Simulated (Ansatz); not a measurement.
Isolated molecules relaxed with PBE0-D4/def2-TZVP in Ansatz; ΔE leaves out vibrations. CBS: MP2 limit from def2 TZ/QZ plus the TZ coupled-cluster correction, frozen cores. This one scheme is used for every species. DFT in def2-TZVPP. B3LYP here is the variant with VWN-RPA as its local correlation; programs differ in this. Elements past krypton have def2 core potentials. For Te outer-core shells are correlated without core-valence functions, which leaves a few kJ/mol of doubt a bond. Each species was taken in one conformer, which may not be the lowest.

Consider the formal exchange of groups at a Te–Si bond: `[SiH3][SiH2][TeH]` + `OBO` → `OB(O)[TeH]` + disilane.

`[SiH3][SiH2][TeH]`:

Cartesian coordinates in Å:
```
Si -1.321 -0.144 -0.923
Si 0.319 0.382 0.658
Te 2.332 -0.981 0.075
H -2.560 0.631 -0.650
H -1.632 -1.597 -0.861
H -0.830 0.188 -2.287
H 0.645 1.832 0.613
H -0.151 0.051 2.030
H 3.198 -0.362 1.345
```

`OBO`:

```xyz
6

O    -0.489   -0.831   -0.516
B     0.082    0.067    0.338
O     0.587    1.221   -0.155
H    -0.817   -1.616   -0.074
H     0.155   -0.129    1.517
H     0.482    1.288   -1.110
```

`OB(O)[TeH]`:

Cartesian coordinates in Å:
```
O 0.499 1.169 -0.683
B -0.252 0.361 0.100
O -1.291 0.935 0.752
Te 0.160 -1.794 0.334
H 1.224 0.730 -1.128
H -1.811 0.349 1.302
H 1.471 -1.751 -0.678
```

`[SiH3][SiH3]`:

```xyz
8

Si   -0.870   -0.666    0.407
Si    0.870    0.666   -0.407
H    -1.242   -0.245    1.784
H    -2.067   -0.541   -0.468
H    -0.454   -2.094    0.442
H     2.066    0.544    0.470
H     0.452    2.093   -0.445
H     1.244    0.243   -1.783
```

```json
{"level": "r2SCAN-D4", "ΔE (kJ/mol)": "28.8", "difference from CCSD(T)/CBS": "-5.3"}
{"level": "B3LYP-D4", "ΔE (kJ/mol)": "33.4", "difference from CCSD(T)/CBS": "-0.7"}
{"level": "ωB97M-V", "ΔE (kJ/mol)": "31.9", "difference from CCSD(T)/CBS": "-2.2"}
{"level": "PBE0", "ΔE (kJ/mol)": "32.2", "difference from CCSD(T)/CBS": "-1.9"}
{"level": "B3LYP", "ΔE (kJ/mol)": "31.3", "difference from CCSD(T)/CBS": "-2.8"}
{"level": "HF/def2-TZVPP", "ΔE (kJ/mol)": "35.3", "difference from CCSD(T)/CBS": "1.2"}
{"level": "SCS-MP2/def2-TZVPP", "ΔE (kJ/mol)": "31.1", "difference from CCSD(T)/CBS": "-3.0"}
{"level": "HF/def2-QZVPP", "ΔE (kJ/mol)": "35.5", "difference from CCSD(T)/CBS": "1.4"}
{"level": "MP2/def2-QZVPP", "ΔE (kJ/mol)": "34.9", "difference from CCSD(T)/CBS": "0.8"}
{"level": "HF/CBS(def2)", "ΔE (kJ/mol)": "35.5", "difference from CCSD(T)/CBS": "1.4"}
{"level": "CCSD(T)/CBS", "ΔE (kJ/mol)": "34.1", "difference from CCSD(T)/CBS": "0"}
```

Largest T1 diagnostic among the species: 0.013.

In def2-TZVPP, CCSD(T) changes the Hartree–Fock value by −6.2 kJ/mol (the triples alone add −1.1 kJ/mol) and MP2 by −3.3 kJ/mol.
